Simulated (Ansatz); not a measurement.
Gas-phase electronic energies from Ansatz, PBE0-D4/def2-TZVP geometries. CBS: MP2 limit from def2 TZ/QZ plus the TZ coupled-cluster correction, frozen cores. This one scheme is used for every species. Functionals use def2-TZVPP. B3LYP here is the variant with VWN-RPA as its local correlation; programs differ in this. For Se outer-core shells are correlated without core-valence functions, which leaves a few kJ/mol of doubt a bond. Scalar relativity is left out up to krypton. One conformer a species, not always the lowest.

Consider the ligand exchange at the Al–N bond: `O=C=[N][Al]([F])[F]` + H₂Se → `[F][Al]([F])[SeH]` + `N=C=O`.

CCSD(T)/CBS gives +17.9 kJ/mol.

Task: Another level gave +22.8 kJ/mol. Which?
A. HF/def2-TZVPP
B. B3LYP/def2-TZVPP
C. revPBE-D4/def2-TZVPP
D. CAM-B3LYP/def2-TZVPP

Result: B. B3LYP 22.8, revPBE-D4 9.9, CAM-B3LYP 26.9, HF/def2-TZVPP 37.9 kJ/mol.

Largest T1 diagnostic among the species: 0.018.

Leaving LDA and LC-ωPBE aside and taking each functional with its dispersion term where it has one, the values, not all of them listed here, spread over 19.9 kJ/mol, from PBE-D4 to BHLYP-D4. From BLYP to BHLYP (50 % exact exchange), in def2-TZVPP and without D4, ΔE moves by +9.9 kJ/mol. In def2-TZVPP, CCSD(T) changes the Hartree–Fock value by −14.9 kJ/mol (the triples alone add −3.4 kJ/mol) and MP2 by −16.0 kJ/mol.
